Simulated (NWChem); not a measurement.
Atomisation of CH₅BF₂O

```xyz
10

B      0.6534    -0.5066     0.4496
H      1.8088    -0.8297     0.2433
F      0.4474     0.4500     1.4001
F     -0.2974    -1.4722     0.4255
C     -0.9901     0.9364    -1.0838
O      0.3089     0.3445    -0.9979
H     -1.1191     1.7106    -0.3144
H     -1.7018     0.1229    -0.9059
H     -1.1372     1.3488    -2.0910
H      1.0019     1.0062    -1.1239
```
Charge 0, spin multiplicity 1.

Program: NWChem. Structure: optimised with PBE0/def2-SVP, a minimum by its harmonic frequencies.

Basis set: def2-TZVP. The atomisation energy is electronic alone: no zero-point, thermal, spin-orbit or counterpoise terms. No value is extrapolated to the basis-set limit. Free atoms are single determinants with multiplicities B 2, H 2, F 2, C 3, O 3. Correlated methods freeze the same cores in atoms and molecule, 5 orbitals in all.

The structure started from a generated list of species. The stability of the SCF solutions was not checked. Open-shell Hartree-Fock references start from PBE0 orbitals.

Task: One of these methods gave an atomisation energy of 930.8 kcal/mol. Which?
(A) MP2
(B) PBE
(C) TPSS
(D) M06-2X

Result: C, TPSS. The others give 944.9 (PBE), 925.0 (MP2), 937.0 (M06-2X).
